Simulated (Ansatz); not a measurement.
Reaction (SMILES): F[C]F (closed-shell singlet) → C atom + 2 F atom
B3LYP-D3(BJ)/def2-TZVP geometries, fixed; electronic energies without zero-point terms.
Largest species:
```xyz
3

F     -1.0201    -0.2528     0.0305
C     -0.0313     0.5961     0.0011
F      1.0410    -0.1446    -0.0312
```
Charge 0, spin multiplicity 1.

Energies in hartree at PBE with Ansatz (a first-principles code); the atomisation energy is their sum with the coefficients shown, times 627.509 kcal/mol a hartree. All functions are spherical. The program fits the integrals of some runs and decomposes those of others, by size. Open shells are unrestricted. No added dispersion term, no relativity.

| species | coefficient | part | cc-pVDZ | cc-pVTZ | cc-pVQZ |
|---|---|---|---|---|---|
| F[C]F (closed-shell singlet) | -1 | PBE | -237.47773 | -237.56071 | -237.58281 |
| C atom | +1 | PBE | -37.78854 | -37.79492 | -37.79717 |
| F atom | +2 | PBE | -99.62478 | -99.66135 | -99.67154 |

Question: Predict the atomisation energy in cc-pV5Z (X = 5): let each PBE step shrink by the ratio of the last two. Compare with the run.

Answer: 
- F[C]F (closed-shell singlet): steps -0.08298 and -0.02210, ratio 0.266, so PBE -237.58869 (run: -237.59023).
- C atom: steps -0.00638 and -0.00225, ratio 0.353, so PBE -37.79796 (run: -37.79840).
- F atom: steps -0.03657 and -0.01019, ratio 0.279, so PBE -99.67438 (run: -99.67533).
Predicted 277.34 kcal/mol; the run in cc-pV5Z gives 276.84, a miss of 0.50. Keeping the value in cc-pVQZ, 277.71, would miss by 0.87. All sums are of the energies as printed.
